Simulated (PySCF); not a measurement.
All numbers come from PBE0/[Br def2-TZVP, F def2-TZVP], no relativity, density fitting, PySCF. Open shells, if any, are unrestricted.

Question: What shape and geometry does isolated singlet BrF₃ take (every ligand bound to Br)?

Answer: Counting electrons, bromine keeps 4 of its valence electrons outside its bonds, so the VSEPR class is AX3E2 and the expected shape is T-shaped (C2v), as computed. The lowest minimum found is a singlet of C2v symmetry with Br–F 1.722 Å, Br–F 1.809 Å (×2); F–Br–F 85.8° (×2), F–Br–F 171.6°. Its harmonic wavenumbers are 249 (b1), 250 (a1), 363 (b2), 565 (a1), 627 (b2), 707 (a1) cm⁻¹ and its dipole moment is 1.33 D.
